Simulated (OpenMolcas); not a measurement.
**Fe3+: ligand-field states by method**

Fe3+ with its 6 nearest fluoride ions at 2.027 Å, on the Zn site of KZnF3 (a = 4.054 Å, distance in the model lattice 2.027 Å). The rest of the host is ab initio model potentials to 7.6 Å, with orthogonalisation functions on the cations behind the ligands, and point charges beyond; the distance is set by hand and nothing relaxes, and no local charge compensation is placed. Ligand basis ANO-RCC-VDZP.
```
Fe    0.0000    0.0000    0.0000
F     2.0270    0.0000    0.0000
F     0.0000    2.0270    0.0000
F    -2.0270    0.0000    0.0000
F     0.0000   -2.0270    0.0000
F     0.0000    0.0000    2.0270
F     0.0000    0.0000   -2.0270
```

```json
{"Program": "OpenMolcas 26.06", "Basis": "ANO-RCC-VTZP [6s5p3d2f1g]", "Scalar Hamiltonian": "DKH2, point nucleus", "Active space": "5 electrons in 5 orbitals (3d)", "State averaging": "2S+1 = 6 even, 1 root; 2S+1 = 4 even, 24 roots; 2S+1 = 2 even, 75 roots", "Spin-orbit coupling": "state interaction with AMFI integrals over the reference wave functions"}
```

I. CASSCF
II. SS-CASPT2, IPEA 0.25 Eh, imaginary shift 0.1 Eh (closed shells correlated: 3s 3p and the ligand valence shells)

Spin-free states (labels of O, the rotations of Oh) in cm-1, each column counted from its own energy of the first state listed:

```json
{"State": "6A1", "Degeneracy": "1", "I": "0", "II": "0"}
{"State": "4T1", "Degeneracy": "3", "I": "28879", "II": "20170"}
{"State": "4T2", "Degeneracy": "3", "I": "33444", "II": "24200"}
{"State": "4A1", "Degeneracy": "1", "I": "34804", "II": "27470"}
{"State": "4E", "Degeneracy": "2", "I": "35037", "II": "27390"}
{"State": "2T2", "Degeneracy": "3", "I": "39419", "II": "24730"}
{"State": "4T2", "Degeneracy": "3", "I": "41542", "II": "30640"}
{"State": "4E", "Degeneracy": "2", "I": "43311", "II": "33160"}
{"State": "2A2", "Degeneracy": "1", "I": "44698", "II": "31140"}
{"State": "2T1", "Degeneracy": "3", "I": "44721", "II": "32110"}
{"State": "4T1", "Degeneracy": "3", "I": "45915", "II": "40880"}
{"State": "2T2", "Degeneracy": "3", "I": "46362", "II": "33470"}
{"State": "2E", "Degeneracy": "2", "I": "47976", "II": "35210"}
{"State": "2A1", "Degeneracy": "1", "I": "49416", "II": "38610"}
{"State": "2T2", "Degeneracy": "3", "I": "52534", "II": "39760"}
{"State": "2E", "Degeneracy": "2", "I": "53367", "II": "38980"}
{"State": "2T1", "Degeneracy": "3", "I": "54658", "II": "39200"}
{"State": "4A2", "Degeneracy": "1", "I": "57729", "II": "44540"}
{"State": "2T2", "Degeneracy": "3", "I": "57914", "II": "43580"}
{"State": "4T1", "Degeneracy": "3", "I": "59479", "II": "48290"}
```

From I to II, I's first state of another spin (4T1) moves from 28879 to 20170 cm-1, by about -8700 cm-1.

I: A least-squares ligand-field fit to the states below 45000 cm-1, each weighted by its degeneracy and with a free common offset, gives 10Dq = 8843 cm-1, B = 1228 cm-1 and C = 4495 cm-1 (C/B = 3.66), with an rms deviation of 117 cm-1. The same method and metal basis give the free ion B = 1296 cm-1 (fit to its terms below 60000 cm-1, rms deviation 21 cm-1), so the nephelauxetic ratio is β = 1228 / 1296 = 0.95; it hangs on how both fits weigh the states, and computed free-ion B values tend to be too large, so β mixes covalency with correlation.

χT at 300 K: I 4.39, II 4.38 cm3 K/mol.

Roots that are degenerate in the reference are averaged as groups; the widest CASPT2 spread within a group is 450 cm-1 (the 3-fold group of multiplicity 4 near 20200 cm-1 above the lowest state of its run, II). Shifts and gaps below about the spread of the groups concerned are not significant. Over all roots computed the reference weight is 0.71 to 0.74 in II; a low but even weight reflects the number of correlated electrons. Ligand-to-metal charge-transfer states are missing. With no ligand orbital active B as a rule stays too high, so bands that hang on it stand too high and its fall with covalency is understated. Without dynamic correlation the repulsion within the d shell is too large (B by tens of per cent), so at a given field states of lower spin stand too high (holds for I). With metal d orbitals alone and no dynamic correlation 10Dq can be off by a tenth to a fifth, either way, in oxide and fluoride hosts (holds for I). These CASPT2 states fit no ligand-field parameters well, so their order and spin gaps are uncertain (holds for II). With one d shell and no ligand orbital active, 10Dq can be off by a tenth or more (holds for II). Free-ion shares, where given, are those of the reference states; single-state CASPT2 does not remix them (holds for II). The distance lies 2 % over the 1.98 Å that this model takes as the normal distance (a Shannon-type radius plus a fixed donor radius, weighted with the host); by an R⁻⁵ law this alone changes a d-shell field by about -11 %. No measured value stands beside these numbers; the geometry was set by hand and not optimised.
